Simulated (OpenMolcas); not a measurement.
An OpenMolcas run meant for Be (ANO-RCC-VTZP, DKH2; inactive shells 1s; intended active space 2 electrons in 8 orbitals (2s 2p 3s 3p)). One step of its input:

```
&CASPT2
Multistate=3 1 2 3
Frozen=0 0
IPEA=0.25
Imaginary=1.5
MaxIter=60
WThr=0.0 0.3 0.05
PrWF=0.5
NoMix
```

The run finished. Its levels beside those of a sound run (SS-CASPT2, IPEA 0.25 Eh, imaginary shift 0.1 Eh (closed shells correlated: 1s)), in cm-1 above each run's lowest level:

```json
{"Level": "2s2 1S0", "This run": "0.0", "Usual run": "0.0"}
{"Level": "2s 2p 3P* 0", "This run": "22776", "Usual run": "22307"}
{"Level": "2s 2p 3P* 1", "This run": "22777", "Usual run": "22308"}
{"Level": "2s 2p 3P* 2", "This run": "22779", "Usual run": "22310"}
{"Level": "2s 2p 1P* 1", "This run": "47767", "Usual run": "45389"}
```

Question: Which setting is unsound, and how much does it matter here?

Answer: The level shift is far above the usual 0.1 to 0.3 hartree and damps the second-order energy. Against the sound run the excited levels shown move by 950 cm-1 on average and by 2400 cm-1 at most.

Active for correlation alone: 3p 3s; no level in the range computed is led by a configuration that fills them, so any true level of that kind is missing. Only configurations of the active space appear.

* marks odd parity.
